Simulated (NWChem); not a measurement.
Molecule: CH5AuOS; SMILES C[S][Au]<-[OH2]

```xyz
9

Au     0.0508    -0.3538     0.0000
S      0.5713     1.8367     0.0000
C     -1.0421     2.6836     0.0000
H     -1.6338     2.4545    -0.8972
H     -0.8182     3.7612     0.0000
H     -1.6338     2.4545     0.8972
O     -0.3580    -2.5337     0.0000
H      0.0253    -2.9710     0.7712
H      0.0253    -2.9710    -0.7712
```
Atoms are numbered in this order, from 1.

Results from NWChem. Geometry: optimised at PBE0/def2-SVP. Not confirmed as a minimum by frequencies. def2 effective core potentials on Au; no spin-orbit coupling. Level MN15/def2-SVP: energy and gradient on several grids; changes count from the extra-fine grid, which is no exact limit either.

```json
[
 {"grid": "xcoarse", "size of the energy change (μHa)": "8000", "largest change of a gradient component (μHa/bohr)": "5000"},
 {"grid": "coarse", "size of the energy change (μHa)": "500", "largest change of a gradient component (μHa/bohr)": "900"},
 {"grid": "medium", "size of the energy change (μHa)": "< 10", "largest change of a gradient component (μHa/bohr)": "100"},
 {"grid": "fine", "size of the energy change (μHa)": "< 10", "largest change of a gradient component (μHa/bohr)": "< 30"},
 {"grid": "xfine", "size of the energy change (μHa)": "< 10", "largest change of a gradient component (μHa/bohr)": "< 30"}
]
```
